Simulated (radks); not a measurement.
All-electron atom: Co+ in [Ar] 3d8.

All-electron calculation, scalar-relativistic Kohn-Sham, BLYP, spin-polarised, spherical densities, point nucleus; open shells are filled with parallel spins first. Program: a radial shooting solver on a logarithmic mesh with Libxc functionals.

Energy parts (eV):
total: -37912.848
kinetic: 38404.017
electron-nucleus: -90721.111
Hartree: 16030.013
exchange-correlation: -1625.767

Orbitals (lengths in bohr, moments of r in powers of bohr; <r^-3> diverges for s and p1/2):
orbital  occ.  eigenvalue (eV)  <r^-3>      <r>
1s up       1        -7598.839       -  0.05619
1s down     1        -7598.842       -  0.05619
2s up       1        -902.0596       -   0.2556
2s down     1        -901.1164       -   0.2554
2p up       3        -773.1905   549.6   0.2250
2p down     3        -772.4748   550.3   0.2248
3s up       1        -106.4097       -   0.7772
3s down     1        -104.3178       -   0.7786
3p up       3         -69.8649   68.50   0.8223
3p down     3         -67.8286   67.98   0.8251
3d up       5         -13.0593   5.525    1.122
3d down     3         -11.3249   5.279    1.175

The highest occupied level is 3d down at -11.325 eV. For comparison, the ionisation energy in NIST's Atomic Spectra Database is 17.084 eV (measured). In exact Kohn-Sham theory the highest level is minus the ionisation energy, but local and semilocal functionals leave it too shallow, through self-interaction and a potential that decays too fast; potentials with the right tail come closer. Summed over all electrons, <r^2> = 21.12 bohr^2, which gives a Langevin (diamagnetic) susceptibility term of -16.7 x 10^-6 cm^3/mol. The density falls to 0.001 e/bohr^3 at r = 3.45 bohr.
